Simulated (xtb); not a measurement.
LuF₂, SMILES [Lu+]([F])[F], charge +1. All values are semi-empirical tight-binding results from xtb (GFN2-xTB unless named), good for trends rather than for accurate numbers. Geometry optimised at GFN2-xTB. The multiplicity is an assumed one; other spin states were not compared. The isomer is the one that the SMILES or the coordinates give; other isomers of the formula were not compared.

Optimised geometry:

```xyz
3

Lu     0.0000     0.0000     0.2707
F      0.0000    -1.4698    -1.0678
F      0.0000     1.4698    -1.0678
```
Charge +1, spin multiplicity 1.

For metal compounds this method's bond lengths and energies can be far off.

Computed properties:
| Item | Result |
|---|---|
| point group as xtb finds it | C2v |
| orbital gap | 2.18 eV |
| zero-point energy | 1.2 kcal/mol |
| G − E(el) at 298.15 K (modified RRHO) | -16.7 kcal/mol |

Task: Give the atomic charges and the Wiberg bond orders between heavy atoms. (Estimate from the structure and the level; the computed values follow.)

Result: charges (e) Lu1 1.07, F2 -0.03, F3 -0.03. Bond orders Lu1–F2 1.40, Lu1–F3 1.40.
